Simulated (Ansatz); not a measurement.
Diatomic AlCu, multiplicity 3 (not the ground state: that is measured with 2S+1 = 1). No spin–orbit coupling. Cu is treated without relativity.

Constants: fifth-degree fit in 1/R to seven points, most abundant isotopes. In def2 and cc sets the state is the lowest found near the PBE0 minimum, followed along R.

Correlated levels freeze the inner cores; with def2 sets outer-core shells near the valence are correlated too.

Run with Ansatz (a first-principles code) with Gaussian orbitals. 

| level | r_e (Å) | ω_e (cm⁻¹) | ω_e x_e (cm⁻¹) | dipole (D) |
|---|---|---|---|---|
| PBE/def2-TZVPP | 2.306 | 290 | 1.8 | 0.83 |
| PBE0/def2-TZVPP | 2.337 | 271 | 1.9 | 1.33 |
| wB97X-V/def2-TZVPP | 2.347 | ? | 2.1 | 1.77 |
| CCSD/def2-TZVPP | 2.381 | 249 | 2.1 | - |
| CCSD(T)/def2-TZVPP | ? | ? | 2.0 | - |

Q: Some entries are withheld; supply them.

A: 
- CCSD(T)/def2-TZVPP, r_e (Å): 2.342
- CCSD(T)/def2-TZVPP, ω_e (cm⁻¹): 268
- wB97X-V/def2-TZVPP, ω_e (cm⁻¹): 266
